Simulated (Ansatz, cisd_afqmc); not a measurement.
System: BrCl, charge 1, doublet. BrCl+ (parent SMILES BrCl, doublet).
B3LYP-D3(BJ)/def2-TZVP minimum from Ansatz (a first-principles code):
```
Cl
Br 1 2.0683
```
Charge +1, spin multiplicity 2.

Total energies in def2-SVP, 13 correlated electrons, 19 frozen orbitals. UHF or UKS for unpaired electrons; spin-orbit terms are left out. Cores are frozen in correlated methods (noble-gas shells, and filled d and f shells in the p block). No relativity. AFQMC/CISD: phaseless, guided by CISD from CCSD amplitudes; bars are statistical, one sigma. Outlying blocks are dropped, and bars are widened where a walk drifts. Over all cases where full CI ran beside it in this data, AFQMC minus full CI had a median of +0.1 mEh and passed +0.4 mEh in a tenth of the cases. Spin-orbit terms, left out, reach several kcal/mol for Br and I, and more for heavier atoms. The spin of BrCl+ (parent SMILES ClBr, doublet) was assumed, and the state is the lowest solution found for it.

```csv
method,program,energy (Eh),minus CCSDTQ (mEh)
HF,Ansatz,-3031.03258,282.15
MP2,Ansatz,-3031.27524,39.48
CCSD,Ansatz,-3031.30417,10.56
CCSD(T),Ansatz,-3031.31297,1.76
CCSDT(Q),Ansatz,-3031.31480,-0.08
CCSDTQ,Ansatz,-3031.31472,0.00
AFQMC/CISD,cisd_afqmc,-3031.3136 ± 0.0004,1.1 ± 0.4
```

Rough core times of Ansatz's runs on a shared machine: CCSD(T) under 20 s, CCSDT(Q) 30 s, CCSDTQ 20 min.
